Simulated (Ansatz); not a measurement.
Cost and result for the atomization energy of `OBN([SiH3])[SiH3]` (13 atoms, 12 bonds).

Z-matrix (Å, degrees):
```
Si
N 1 1.741
H 1 1.487 2 110.5
H 1 1.487 2 110.5 3 -119.3
H 1 1.483 2 108.7 3 120.4
B 2 1.420 1 121.9 3 -120.5
Si 2 1.753 1 119.4 3 59.5
O 6 1.367 2 117.4 1 180.0
H 6 1.201 2 121.7 1 -0.0
H 7 1.483 2 111.5 1 -118.3
H 7 1.483 2 111.5 1 118.5
H 7 1.488 2 106.0 1 0.1
H 8 0.958 6 113.7 2 180.0
```

Charge 0, multiplicity 1. Geometry: relaxed with PBE0-D4/def2-TZVP. It is one conformer, not always the lowest. Program: Ansatz. All runs use 4 threads of an Arm Neoverse V1 on a shared host. Times are those of one run each, without the atoms' runs, and a repeat can differ threefold. Electronic energies, without spin–orbit coupling; frozen cores. CCSD(T)/CBS adds CCSD(T) − MP2 in def2-TZVPP to the MP2 limit, and its time is that of the two runs behind it. T1 = 0.012. B3LYP takes the VWN-RPA correlation (the form of Gaussian; ORCA's B3LYP/G).

CCSD(T)/CBS is a level of theory with its own doubt, some kJ/mol a heavy atom from the limit and from the frozen cores, so smaller differences don't rank the functionals.

| level | functions | wall time |
| --- | --- | --- |
| PBE-D4/def2-TZVPP (with forces) | 289 | 3.6 s |
| PBE0-D4/def2-TZVPP | 289 | 4.3 s |
| r2SCAN-D4/def2-TZVPP (with forces) | 289 | 7 s |
| B3LYP-D4/def2-TZVPP (with forces) | 289 | 7 s |
| B2PLYP/def2-TZVPP | 289 | 8 s |
| ωB97X-V/def2-TZVPP | 289 | 11 s |
| ωB97M-V/def2-TZVPP (with forces) | 289 | 17 s |
| MP2/def2-QZVPP | 551 | 38 s |
| CCSD(T)/def2-TZVPP | 289 | 4.4 min |
| CCSD(T)/CBS(def2) | – | 5.1 min |

**Question.** What atomization energy does each give, and how far from CCSD(T)/CBS? (An estimate is asked.)

**Answer.** Ansatz gave: 
| level | atomization (kJ/mol) | difference from CCSD(T)/CBS | per bond |
| --- | --- | --- | --- |
| PBE-D4/def2-TZVPP (with forces) | 4564.8 | -0.9 | -0.1 |
| PBE0-D4/def2-TZVPP | 4517.4 | -48.3 | -4.0 |
| r2SCAN-D4/def2-TZVPP (with forces) | 4557.6 | -8.1 | -0.7 |
| B3LYP-D4/def2-TZVPP (with forces) | 4572.2 | 6.5 | 0.5 |
| B2PLYP/def2-TZVPP | 4516.0 | -49.7 | -4.1 |
| ωB97X-V/def2-TZVPP | 4590.2 | 24.5 | 2.0 |
| ωB97M-V/def2-TZVPP (with forces) | 4583.5 | 17.8 | 1.5 |
| MP2/def2-QZVPP | 4559.7 | -6.0 | -0.5 |
| CCSD(T)/def2-TZVPP | 4443.8 | -121.9 | -10.2 |
| CCSD(T)/CBS(def2) | 4565.7 | 0.0 | 0.0 |

In def2-TZVPP, CCSD(T) changes the Hartree–Fock value by +1033.8 kJ/mol (the triples alone add +52.0 kJ/mol) and MP2 by +1076.2 kJ/mol; breaking electron pairs costs correlation energy, which Hartree–Fock lacks. The D4 term adds +49.0 kJ/mol with B3LYP and +25.8 kJ/mol with PBE0; it sums over pairs of atoms, weighted by their polarisabilities, and B3LYP, whose exchange is more repulsive, gets the larger term. From PBE to PBE0 (25 % exact exchange), in def2-TZVPP and without D4, the atomization energy moves by −42.8 kJ/mol: exact exchange takes away binding that semilocal exchange gives to molecules.
